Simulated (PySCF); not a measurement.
Isomers of C6H9Si2 (doublet state). Computed with PBE0-D3(BJ)/def2-SVP geometry optimisation, gas phase in PySCF. Energies are electronic, without zero-point or thermal terms, for one conformer each. No frequencies were run at this level. Point groups hold within 0.08 Å. The open-shell SCF solutions weren't tested for stability.

Question: Order them by energy at this level, lowest first, and give relative energies in kcal/mol.
A. `[SiH2:1][c:2]1[cH:3][cH:4][c:5]([SiH3:6])[cH:7][cH:8]1` (doublet state) with H–Si1–C2–C3 -155° and -28°
B. `[SiH3]c1[c]cc([SiH3])cc1` [radical]

Answer: A (0.0), B (25.5).

Both arise from one parent by loss of a hydrogen atom ([SiH2]c1ccc([SiH3])cc1: H removed from Si; [SiH3]c1[c]cc([SiH3])cc1: H removed from aryl C), so the differences are those of the electronic X–H dissociation energies at this level.

```tsv
SMILES	E (Eh)	E rel (kcal/mol)	dipole (D)	point group	A, B, C (MHz)	⟨S²⟩
[SiH2]c1ccc([SiH3])cc1	-812.12623	0.0	0.03	–	5150, 664.5, 593.5	0.758
[SiH3]c1[c]cc([SiH3])cc1	-812.08566	25.5	0.73	–	5349, 645.6, 583.9	0.761
```
